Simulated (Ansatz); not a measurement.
Reaction (silylene loss): `O=C[Te][SiH3]` → `O=C[TeH]` + `[SiH2]`

Isolated molecules relaxed with PBE0-D4/def2-TZVP in Ansatz; ΔE leaves out vibrations. CCSD(T)/CBS is the MP2 limit (def2-TZVPP, def2-QZVPP) plus CCSD(T) − MP2 in def2-TZVPP, frozen cores. This one scheme is used for every species. DFT in def2-TZVPP. B3LYP here is the variant with VWN-RPA as its local correlation; programs differ in this. Elements past krypton have def2 core potentials. For Te outer-core shells are correlated without core-valence functions, which leaves a few kJ/mol of doubt a bond. One conformer a species, not always the lowest.

`O=C[Te][SiH3]`:

Z-matrix (Å, degrees):
```
Si
Te 1 2.492
H 1 1.489 2 104.8
H 1 1.483 2 111.3 3 118.8
H 1 1.483 2 111.3 3 -118.8
C 2 2.162 1 92.1 3 0.1
O 6 1.185 2 123.4 1 180.0
H 6 1.108 2 112.4 1 -0.0
```

`O=C[TeH]`:

```xyz
5

O    -0.919    0.048    1.618
C    -0.155   -0.042    0.713
Te   -0.689    0.327   -1.331
H     0.908   -0.326    0.835
H     0.855   -0.007   -1.836
```

`[SiH2]`:

```xyz
3

Si    0.638    0.003   -0.316
H    -0.081   -0.956    0.627
H    -0.556    0.953   -0.311
```

| level | ΔE (kJ/mol) | difference from CCSD(T)/CBS |
| --- | --- | --- |
| PBE-D4 | 302.3 | 5.0 |
| B3LYP-D4 | 288.5 | -8.8 |
| ωB97X-V | 301.1 | 3.8 |
| ωB97M-V | 286.9 | -10.4 |
| B2PLYP | 288.7 | -8.6 |
| PBE | 294.0 | -3.3 |
| PBE0 | 302.5 | 5.2 |
| B3LYP | 274.9 | -22.4 |
| HF/def2-TZVPP | 268.5 | -28.8 |
| SCS-MP2/def2-TZVPP | 294.7 | -2.6 |
| CCSD(T)/def2-TZVPP | 284.8 | -12.5 |
| HF/def2-QZVPP | 269.0 | -28.3 |
| MP2/def2-QZVPP | 318.9 | 21.6 |
| SCS-MP2/def2-QZVPP | 302.1 | 4.8 |
| HF/CBS(def2) | 269.1 | -28.2 |
| MP2/CBS(def2) | 324.0 | 26.7 |
| CCSD(T)/CBS | 297.3 | 0 |

Largest T1 diagnostic among the species: 0.016.

The D4 term adds +13.6 kJ/mol with B3LYP and +7.3 kJ/mol with PBE0; it sums over pairs of atoms, weighted by their polarisabilities, and B3LYP, whose exchange is more repulsive, gets the larger term. From PBE to PBE0 (25 % exact exchange), in def2-TZVPP and without D4, ΔE moves by +8.5 kJ/mol.
